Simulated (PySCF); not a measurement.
A series of related molecules.

All values: PBE0/pcSseg-1 (PySCF) at GFN2-xTB geometries, gas phase, one conformer each.

Question: Rank by LUMO energy, highest first.
A. `O=C(F)/C(=C/Cl)C(F)(F)F`
B. `CC(C)/C=C(/C(=O)F)C(F)(F)F`
C. `C=C(C(=O)F)C(F)(F)F`
D. `CC/C=C(/C(=O)F)C(F)(F)F`
E. `O=C(F)/C(=C/F)C(F)(F)F`
F. `O=C(F)/C(=C\C(F)(F)F)C(F)(F)F`

Answer: B (-2.26 eV), D (-2.42 eV), E (-2.58 eV), C (-2.71 eV), A (-2.89 eV), F (-3.44 eV).

All values together:

```tsv
SMILES	change	formula	μ (D)	HOMO (eV)	LUMO (eV)	lowest IAO charge (e)	highest IAO charge (e)	lowest Hirshfeld charge (e)	highest Hirshfeld charge (e)
C=C(C(=O)F)C(F)(F)F	parent	C4H2F4O	3.82	-9.62	-2.71	-0.357 (O)	+0.810 (C)	-0.207 (O)	+0.258 (C)
CC(C)/C=C(/C(=O)F)C(F)(F)F	H replaced by iPr	C7H8F4O	5.21	-8.99	-2.26	-0.415 (C)	+0.806 (C)	-0.217 (O)	+0.258 (C)
O=C(F)/C(=C/[SiH3])C(F)(F)F	H replaced by SiH3	C4H4F4OSi	3.98	-9.36	-2.89	-0.359 (O)	+0.803 (C)	-0.209 (O)	+0.318 (Si)
C=C/C=C(/C(=O)F)C(F)(F)F	H replaced by vinyl	C6H4F4O	5.48	-8.28	-3.01	-0.367 (O)	+0.807 (C)	-0.216 (O)	+0.258 (C)
O=C(F)/C(=C\C(F)(F)F)C(F)(F)F	H replaced by CF3	C5HF7O	2.35	-9.91	-3.44	-0.347 (O)	+0.812 (C)	-0.195 (O)	+0.266 (C)
CC/C=C(/C(=O)F)C(F)(F)F	H replaced by C2H5	C6H6F4O	4.19	-8.88	-2.42	-0.420 (C)	+0.802 (C)	-0.222 (O)	+0.254 (C)
O=C(F)/C(=C/Cl)C(F)(F)F	H replaced by Cl	C4HClF4O	3.52	-9.11	-2.89	-0.355 (O)	+0.811 (C)	-0.205 (O)	+0.256 (C)
O=C(F)/C(=C/F)C(F)(F)F	H replaced by F	C4HF5O	3.37	-9.49	-2.58	-0.356 (O)	+0.816 (C)	-0.206 (O)	+0.257 (C)
```

Conformers: `[CH2:1]=[C:2]([C:3](=[O:4])[F:5])[C:6]([F:7])([F:8])[F:9]` with C1–C2–C3–O4 180°; `[CH3:1][CH:2]([CH3:3])/[CH:4]=[C:5](/[C:6](=[O:7])[F:8])[C:9]([F:10])([F:11])[F:12]` with C1–C2–C4–C5 -125°, C4–C5–C6–O7 -178°; `[O:1]=[C:2]([F:3])/[C:4](=[CH:5]/[SiH3:6])[C:7]([F:8])([F:9])[F:10]` with O1–C2–C4–C5 171°; `[CH2:1]=[CH:2]/[CH:3]=[C:4](/[C:5](=[O:6])[F:7])[C:8]([F:9])([F:10])[F:11]` with C1–C2–C3–C4 179°, C3–C4–C5–O6 180°; `[O:1]=[C:2]([F:3])/[C:4](=[CH:5]\[C:6]([F:7])([F:8])[F:9])[C:10]([F:11])([F:12])[F:13]` with O1–C2–C4–C5 0°; `[CH3:1][CH2:2]/[CH:3]=[C:4](/[C:5](=[O:6])[F:7])[C:8]([F:9])([F:10])[F:11]` with C1–C2–C3–C4 173°, C3–C4–C5–O6 -7°; `[O:1]=[C:2]([F:3])/[C:4](=[CH:5]/[Cl:6])[C:7]([F:8])([F:9])[F:10]` with O1–C2–C4–C5 179°; `[O:1]=[C:2]([F:3])/[C:4](=[CH:5]/[F:6])[C:7]([F:8])([F:9])[F:10]` with O1–C2–C4–C5 -179°.

Question: Give the shifts from the parent, `C=C(C(=O)F)C(F)(F)F`.

Answer: 
```tsv
SMILES	change in μ (D)	change in HOMO (eV)	change in LUMO (eV)
CC(C)/C=C(/C(=O)F)C(F)(F)F	+1.39	+0.63	+0.45
O=C(F)/C(=C/[SiH3])C(F)(F)F	+0.16	+0.26	-0.18
C=C/C=C(/C(=O)F)C(F)(F)F	+1.66	+1.34	-0.30
O=C(F)/C(=C\C(F)(F)F)C(F)(F)F	-1.47	-0.29	-0.73
CC/C=C(/C(=O)F)C(F)(F)F	+0.37	+0.74	+0.29
O=C(F)/C(=C/Cl)C(F)(F)F	-0.30	+0.51	-0.18
O=C(F)/C(=C/F)C(F)(F)F	-0.45	+0.13	+0.13
```
